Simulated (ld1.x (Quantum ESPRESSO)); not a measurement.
Before and after: TM potential for carbon

| Quantity | Value |
| --- | --- |
| Element | carbon |
| Generator | ld1.x (Quantum ESPRESSO) 7.5 |
| Type | norm-conserving Troullier–Martins (Kleinman–Bylander form) |
| Functional | LDA (PZ) |
| Relativity | scalar-relativistic |
| Frozen core | [He] |
| Valence charge | 4 |
| Reference configuration | 2s2 2p2 |
| Partial waves | 2p (bound): rc 2.70 bohr; 2s (bound): rc 1.05 bohr |
| Local potential | the s channel |
| Core correction | none |

Change: functional BLYP.

Cutoffs: the cutoffs (Ry, on a coarse ladder) from which the occupation-weighted sum of valence levels, in a spherical-Bessel basis at the reference potential, stays within 10 and 1 mRy of its value at 400 Ry; they do not see the model core or the augmentation charge, which bear on the density cutoff. Errors are all-electron minus pseudo energies relative to the spin-unpolarised reference configuration.

Question: How do hardness, ghosts and transferability respond?

Answer: The potential gets neither clearly harder nor softer (35 Ry and 90 Ry → 35 Ry and 90 Ry); the number of tests with a reliable result goes from 9 to 7; of the 7 tests that both files solve, the error grows in 2 and shrinks in 0 by more than 15 % and 0.3 meV (median size 82.9 → 94.2 meV); neither file shows a bound ghost.

| quantity | base | changed |
| --- | --- | --- |
| cutoff, loose | 35 Ry | 35 Ry |
| cutoff, tight | 90 Ry | 90 Ry |
| bound ghosts | none | none |
| error for 2s2 2p1, meV [ΔE 10.99 → 10.83 eV] | +90 | +94 |
| error for 2s2 2p0, meV [ΔE 35.25 → 35.00 eV] | +781 | +817 |
| error for 2s1 2p0, meV [ΔE 83.22 → 83.16 eV] | +1589 | +1624 |
| error for 2s1 2p3, meV [ΔE 8.24 → 8.39 eV] | -10 | -16 |
| error for 2s2 2p2.3, meV [ΔE -1.20 → -1.14 eV] | +1.4 | +1.4 |
| error for 2s2 2p1.5, meV [ΔE 4.03 → 3.94 eV] | +13 | +14 |
| error for 2s1 2p2, meV [ΔE 19.48 → 19.47 eV] | -83 | -99 |
| s: phases at 2.94 bohr within 0.05 rad from the reference energy up to (Ry; the scan ends near 5) | to the end of the scan | to the end of the scan |
| p: phases at 2.94 bohr within 0.05 rad from the reference energy up to (Ry; the scan ends near 5) | 0.8 | 0.8 |
